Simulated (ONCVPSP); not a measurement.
**calcium ONCV: all-electron and pseudo phase curves**

| Property | Result |
| --- | --- |
| Element | calcium (Ca) |
| Generator | ONCVPSP 4.0.1 |
| Type | optimised norm-conserving Vanderbilt (ONCV) |
| Functional | PBE |
| Relativity | scalar-relativistic |
| Frozen core | [Ne] |
| Valence charge | 10 |
| Reference configuration | 3s2 3p6 4s2 |
| Partial waves | 3s+4s: rc 2.52 bohr, ncon 4, nbas 8, qcut 7.1 1/bohr, 2 projectors; 3p: rc 1.34 bohr, ncon 4, nbas 7, qcut 6.6 1/bohr, 2 projectors, debl 3.3 Ha; d scattering state at 0.42 Ha: rc 2.52 bohr, ncon 4, nbas 7, qcut 3.8 1/bohr, 2 projectors, debl 2.3 Ha |
| Local potential | polynomial inside 0.90 bohr (lpopt 2, dvloc0 2 Ha) |
| Core correction | Teter function, fcfact 2, rcfact 1.1 |

In the d channel the program set the typed energies aside and used -0.072, 2.228 Ha.

The phase is arctan(r·R′/R) of the radial function R(r), unwrapped; energies in Ha, scanned from -3 to 5 Ha. A pole is an energy at which the radial function vanishes at the test radius. The pseudo phase is shifted by a multiple of π to meet the all-electron one at the reference energy, and phase errors are pseudo minus all-electron; the curves can meet again beyond the range given. Levels narrower than the energy grid can be missing from the lists of poles.

```json
{"channel": "s", "radius (bohr)": "2.55", "reference energy (Ha)": "-0.14", "poles, all-electron": "-1.69, 1.70", "poles, pseudo": "-1.69, 1.66, 4.71", "unbroken range about the reference energy with phases within 0.05 rad": "below 2.6", "phase error 1 Ha above the reference energy (rad)": "-0.002"}
{"channel": "p", "radius (bohr)": "1.36", "reference energy (Ha)": "-1.03", "poles, all-electron": "1.13", "poles, pseudo": "1.13", "unbroken range about the reference energy with phases within 0.05 rad": "the whole range", "phase error 1 Ha above the reference energy (rad)": "-0.000"}
{"channel": "d", "radius (bohr)": "2.55", "reference energy (Ha)": "-0.07", "poles, all-electron": "0.19, 2.70", "poles, pseudo": "0.18, 2.68", "unbroken range about the reference energy with phases within 0.05 rad": "below 0.6", "phase error 1 Ha above the reference energy (rad)": "-0.165"}
```

Phases in the d channel:

```
E (Ha)  all-electron  pseudo
 -2.98         1.380   1.378
 -2.76         1.371   1.369
 -2.54         1.361   1.359
 -2.32         1.349   1.346
 -2.10         1.335   1.332
 -1.88         1.318   1.314
 -1.66         1.296   1.293
 -1.44         1.269   1.265
 -1.22         1.233   1.227
 -1.00         1.180   1.173
 -0.78         1.095   1.085
 -0.56         0.926   0.912
 -0.34         0.439   0.420
 -0.12        -0.845  -0.846
  0.10        -1.457  -1.461
  0.32        -1.699  -1.715
  0.54        -1.901  -1.935
  0.76        -2.210  -2.296
  0.98        -2.925  -3.103
  1.20        -3.845  -3.931
  1.42        -4.254  -4.280
  1.64        -4.432  -4.441
  1.86        -4.531  -4.534
  2.08        -4.596  -4.597
  2.30        -4.645  -4.645
  2.52        -4.684  -4.685
  2.74        -4.719  -4.724
  2.96        -4.753  -4.764
  3.18        -4.790  -4.815
  3.40        -4.832  -4.892
  3.62        -4.889  -5.059
  3.84        -4.976  -5.768
  4.06        -5.143  -7.276
  4.28        -5.587  -7.598
  4.50        -6.694  -7.705
  4.72        -7.325  -7.762
  4.94        -7.538  -7.799
```
